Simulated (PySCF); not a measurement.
Ga2H4, SMILES [GaH2][GaH2-], charge -1, multiplicity 2.

Geometry: TPSSh-D3(BJ)/def2-SVPD.

These are r2SCAN/def2-TZVPD (PySCF) values and carry that method's errors.

Gas-phase values at a fixed geometry. A positive occupied level means that this level leaves the electron formally unbound; only the finite basis holds it.

```
Property                                                             Value
------------------------------------------------  ------------------------
total energy                                           -3852.10038 hartree
point group                                                            D2h
α spin, highest occupied and lowest empty level           0.55 and 3.01 eV
β spin, highest occupied and lowest empty level          -1.20 and 1.98 eV
dipole moment about the centre of nuclear charge                 0.000 e·Å
mean static polarisability                          128.5 bohr³ (19.04 Å³)
polarisability, principal values                  99.2, 112.5, 173.8 bohr³
⟨S²⟩                                               0.757 (pure state 0.75)
```
